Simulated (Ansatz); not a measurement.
`[SiH3]B([SiH3])[SiH3]` + `BN[SiH2]Cl` → `BN([SiH3])[SiH2]Cl` + `[SiH3]B[SiH3]`  (cleavage of the Si–B bond)

Calculated with Ansatz (gas phase, PBE0-D4/def2-TZVP geometries, no zero-point term in ΔE). CCSD(T)/CBS adds triple-zeta CCSD(T) − MP2 to the extrapolated MP2 energy (def2 sets, frozen cores). DFT in def2-TZVPP. One conformer a species, not always the lowest.

`[SiH3]B([SiH3])[SiH3]`:

Cartesian coordinates in Å:
```
Si 0.358 -1.532 -1.255
B 0.049 -0.028 0.025
Si -0.644 -0.337 1.876
Si 0.336 1.850 -0.598
H 1.361 -1.214 -2.309
H 0.725 -2.829 -0.622
H -0.969 -1.702 -1.924
H -0.293 0.752 2.830
H -2.129 -0.326 1.701
H -0.259 -1.642 2.480
H -0.500 2.866 0.098
H 1.766 2.102 -0.232
H 0.199 2.040 -2.068
```

`BN[SiH2]Cl`:

Cartesian coordinates in Å:
```
B 1.384 0.281 0.711
N 0.021 0.491 0.457
Si -0.911 -0.301 -0.765
Cl -2.183 -1.689 0.059
H 1.982 -0.503 0.031
H 1.923 0.887 1.590
H -0.464 1.150 1.052
H -1.771 0.681 -1.461
H 0.019 -0.997 -1.673
```

`BN([SiH3])[SiH2]Cl`:

Z-matrix (Å, degrees):
```
Si
N 1 1.762
H 1 1.482 2 109.6
H 1 1.485 2 107.5 3 -119.5
H 1 1.482 2 110.3 3 121.0
Si 2 1.734 1 121.2 3 126.2
B 2 1.412 1 117.6 3 -55.9
Cl 6 2.055 2 109.9 1 66.7
H 6 1.476 2 109.3 1 -174.2
H 6 1.479 2 110.1 1 -50.2
H 7 1.198 2 120.3 1 -178.1
H 7 1.201 2 119.0 1 2.1
```

`[SiH3]B[SiH3]`:

```xyz
10

Si    0.975    0.791    1.272
B    -0.112    0.638   -0.407
Si   -0.826   -1.079   -1.160
H    -0.023    1.059    2.353
H     1.933    1.931    1.247
H     1.717   -0.446    1.633
H    -0.458    1.657   -0.936
H    -2.211   -1.197   -0.609
H    -0.067   -2.290   -0.747
H    -0.928   -1.065   -2.646
```

```json
{"level": "revPBE-D4", "ΔE (kJ/mol)": "-22.4"}
{"level": "BLYP-D4", "ΔE (kJ/mol)": "-32.9"}
{"level": "PBE", "ΔE (kJ/mol)": "-17.1"}
{"level": "r2SCAN0", "ΔE (kJ/mol)": "-33.7"}
{"level": "HF/def2-TZVPP", "ΔE (kJ/mol)": "-53.7"}
{"level": "MP2/def2-QZVPP", "ΔE (kJ/mol)": "-48.1"}
{"level": "SCS-MP2/def2-QZVPP", "ΔE (kJ/mol)": "-50.3"}
{"level": "CCSD/CBS(def2)", "ΔE (kJ/mol)": "-42.2"}
```

Problem. What does CCSD(T)/CBS give? (Estimate.)

Solution. Ansatz gave: -40.4 kJ/mol. The listed levels differ from it by 18.0, 7.5, 23.3, 6.7, -13.3, -7.7, -9.9, -1.8 kJ/mol.

Largest T1 diagnostic among the species: 0.015.

Leaving LDA and LC-ωPBE aside and taking each functional with its dispersion term where it has one, the values, not all of them listed here, spread over 25.8 kJ/mol, from BHLYP-D4 to PBE-D4. From BLYP to BHLYP (50 % exact exchange), in def2-TZVPP and without D4, ΔE moves by −14.6 kJ/mol.
